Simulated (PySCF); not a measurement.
Species: ortho-chlorotoluene, C₇H₇Cl.
SMILES: `CC1=CC=CC=C1Cl`

Computed with PySCF at wB97X-D/def2-SVPD, non-relativistic, on one gas-phase PBE0-D3(BJ)/def2-SVP geometry that isn't relaxed in the solvent. The solvent is an IEF-PCM continuum (cavity from Bondi-type radii × 1.2), and excitations are vertical TDDFT with non-equilibrium linear response and a frozen core. Specific hydrogen bonds and non-electrostatic terms are outside this model.

```tsv
run	E − E(gas) (kJ/mol)	HOMO (eV)	HOMO–LUMO gap (eV)	dipole (D)	lowest singlet (eV)	static polarisability (au)
gas	0.00	-8.80	9.97	1.57	5.30	94.3
P	-4.84	-8.79	9.98	1.79	5.30	107.7
Q	-5.54	-8.79	9.99	1.83	5.30	109.8
```

Problem. The runs were made in benzene and cyclohexane. Which run belongs to which solvent?

Solution. P = cyclohexane, Q = benzene. The dielectric constants are 2.017 (cyclohexane), 2.271 (benzene), and the energy falls further as ε rises. The optical constants n² used for the excitations are 2.04, 2.25 in the same order. In this model the ground state sees the solvent through ε alone.

Problem. How constant is the ratio of the lowering to (ε − 1)/(2ε + 1)?

Solution. 
```tsv
solvent	(ε − 1)/(2ε + 1)	E − E(gas) (kJ/mol)	ratio (kJ/mol)	polarisation term (kJ/mol)
cyclohexane	0.202	-4.84	-24.0	-5.11
benzene	0.229	-5.54	-24.2	-5.89
```

The ratio changes by +0.8 % in size from cyclohexane to benzene. The polarisation term is half the interaction of the solute with the induced surface charges.

The pairwise dispersion term of wB97X-D wasn't added to the energies; at a given geometry it leaves orbitals and properties as they are.
